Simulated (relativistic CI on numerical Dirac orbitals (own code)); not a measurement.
# What each ingredient does to the levels of He I

Base calculation: Dirac-Coulomb-Breit CI, separate exchange-only KLI orbitals for each configuration, model QED, valence Slater integrals scaled by 0.85, P86 correlation energy added to each configuration.

Configurations in the expansion: 1s2, 1s 2s, 1s 2p, 1s 3s, 1s 3p, 1s 3d, 1s 4p, 1s 4s, 1s 4d, 1s 4f, 1s 5s, 1s 5p, 1s 5d, 1s 5f, 1s 5g, 1s 6s, 1s 6p, 1s 6d. Levels of other configurations are missing.

The lowest level and the first level of each name with at least 55 % of one term (blank where a level has no safe partner in the second run):

```
      Level  Base (cm⁻¹)  Shift (cm⁻¹)
   1s2 1S_0          0.0           0.0
 1s 2s 3S_1     154024.8        +160.2
 1s 2s 1S_0     159146.7        -475.4
1s 2p 3P°_2     163396.5         +70.7
1s 2p 3P°_1     163396.7         +70.7
1s 2p 3P°_0     163397.8         +70.7
1s 2p 1P°_1     165667.2        -210.9
 1s 3s 3S_1     178449.7         +40.3
 1s 3s 1S_0     179901.3        -122.5
 1s 3d 3D_3     180708.2          +0.2
 1s 3d 3D_2     180708.2          +0.2
 1s 3d 3D_1     180708.2          +0.2
 1s 3d 1D_2     180714.3          -0.5
1s 3p 3P°_2     180938.7         +24.7
```

For a near-neutral ion this model can misplace configurations by up to about 10,000 cm⁻¹ (more where the count of f electrons changes) and terms by 10 to 25 % of their spread. Rates follow the energies as ν³ (E1, M1) or ν⁵ (E2), so they and the lifetimes can be off by large factors. The fine structure of a lone outer electron comes out too small, for d and f at times inverted, and misplaced configurations move strength between like terms. 16 of the 16 excited levels that our extract of the measured tables holds in this range could be paired (the sources list more); they are missed by 5121 cm⁻¹ on average and 5831 at most, and levels without a partner can miss by more.

One thing was changed in a second run, which moved the levels as shown. Which?
A. QED terms removed
B. valence Slater integrals scaled by 0.75
C. Breit term removed
D. no correlation estimate
E. configuration mixing switched off

B. Valence Slater integrals scaled by 0.75. Scaling acts on the splittings between terms and on the mixing, and leaves the fine structure of pure LS terms nearly alone; in jj coupling it moves the levels of one term differently.
